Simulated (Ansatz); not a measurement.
The cluster Nb₂Si₂, relaxed as a singlet with RKS r2SCAN-D4/def2-SVP in Ansatz, starting from the GFN1-xTB geometry. Force threshold 0.02 eV/Å.

In the def2 sets Nb takes a core potential; there is no spin–orbit coupling. No other spin state of charge 0 was run. The structure comes from a short search, and lower isomers may exist.

Start:

```csv
atom,x (Å),y (Å),z (Å)
Nb1,0.742,3.517,-1.145
Nb2,0.227,1.163,-0.558
Si3,-0.668,-3.337,1.318
Si4,-0.301,-1.343,0.385
```

| step | energy (eV) | largest force component (eV/Å) | SCF passes |
| --- | --- | --- | --- |
| 1 | -18840.9610 | 4.629 | 291 |
| 2 | -18842.4876 | 4.183 | 247 |
| 3 | -18842.5674 | 7.386 | 333 |
| 4 | -18843.2415 | 1.087 | 177 |
| 5 | -18843.3190 | 0.742 | 161 |
| 6 | -18843.3531 | 0.657 | 95 |
| 7 | -18843.3651 | 0.282 | 96 |
| 8 | -18843.3709 | 0.125 | 103 |
| 9 | -18843.3728 | 0.021 | 151 |
| 10 | -18843.3745 | 0.074 | 84 |
| 11 | -18843.3774 | 0.072 | 77 |
| 12 (rejected) | -18843.3719 | 0.609 | 73 |
| 13 | -18843.3842 | 0.150 | 99 |
| 14 | -18843.3929 | 0.248 | 71 |
| 15 | -18843.4144 | 0.417 | 83 |
| 16 | -18843.4693 | 0.685 | 138 |
| 17 | -18843.5786 | 0.704 | 137 |
| 18 | -18843.7264 | 0.704 | 102 |
| 19 | -18843.9066 | 0.701 | 145 |
| 20 | -18844.1039 | 0.666 | 95 |
| 21 | -18844.2946 | 0.486 | 77 |
| 22 | -18844.4338 | 0.179 | 99 |
| 23 | -18844.4699 | 0.054 | 56 |
| 24 | -18844.4702 | 0.058 | 52 |
| 25 | -18844.4705 | 0.006 | 52 |

Force components are those of the run's own axes.

End:

```
atom   x (Å)   y (Å)   z (Å)
 Nb1   0.506   2.269  -1.328
 Nb2   0.134   0.546  -0.319
 Si3  -0.332  -1.959  -0.125
 Si4  -0.307  -0.855   1.773
```

Bonds formed: Nb2–Si3 (atoms count from 1). The end is the same structure that another start reached, the lowest one found.

No frequencies were taken in this run, so the end may be a saddle point.

It took 3.6 min on 4 threads of Arm Neoverse V2 on a shared host.
